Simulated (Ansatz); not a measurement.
Start from `C/C=N/C` and change one atom or group (the configuration at the double bond changes too) to get `C/C=N\C[TeH]`.

Ansatz, PBE0-D4/def2-TZVP geometries, multiplicity 1. Each molecule was computed in one conformer, which needn't be the lowest.

Elements past krypton have def2 core potentials.

```json
{"property": "LUMO energy (PBE0/def2-TZVPP) / eV", "`C/C=N/C`": "0.15"}
{"property": "HOMO energy (PBE0/def2-TZVPP) / eV", "`C/C=N/C`": "-7.18"}
{"property": "HOMO energy (PBE/def2-TZVPP) / eV", "`C/C=N/C`": "-5.71"}
{"property": "HOMO–LUMO gap (ωB97M-V/def2-TZVPP) / eV", "`C/C=N/C`": "11.95"}
{"property": "HOMO–LUMO gap (B3LYP/def2-TZVPP) / eV", "`C/C=N/C`": "6.84"}
{"property": "HOMO–LUMO gap (PBE/def2-TZVPP) / eV", "`C/C=N/C`": "4.72"}
```

(1) What does the change do to each property? (An estimate is asked.)

## Answers

(1) Ansatz gave: 
| property | `C/C=N\C[TeH]` | shift |
| --- | --- | --- |
| LUMO energy (PBE0/def2-TZVPP) / eV | -1.10 | -1.25 |
| HOMO energy (PBE0/def2-TZVPP) / eV | -6.19 | 0.99 |
| HOMO energy (PBE/def2-TZVPP) / eV | -5.16 | 0.55 |
| HOMO–LUMO gap (ωB97M-V/def2-TZVPP) / eV | 9.13 | -2.82 |
| HOMO–LUMO gap (B3LYP/def2-TZVPP) / eV | 4.65 | -2.19 |
| HOMO–LUMO gap (PBE/def2-TZVPP) / eV | 3.15 | -1.57 |

With PBE0 the HOMO rises by 0.99 eV and the LUMO falls by 1.25 eV, so the gap narrows by about 2.24 eV. PBE moves the HOMO by 0.55 eV and ωB97M-V by 1.26 eV.

B3LYP here is the variant with VWN-RPA as its local correlation; programs differ in this.

Spin–orbit coupling is left out; it splits and shifts lone-pair levels of the heavy atoms by tenths of an eV.
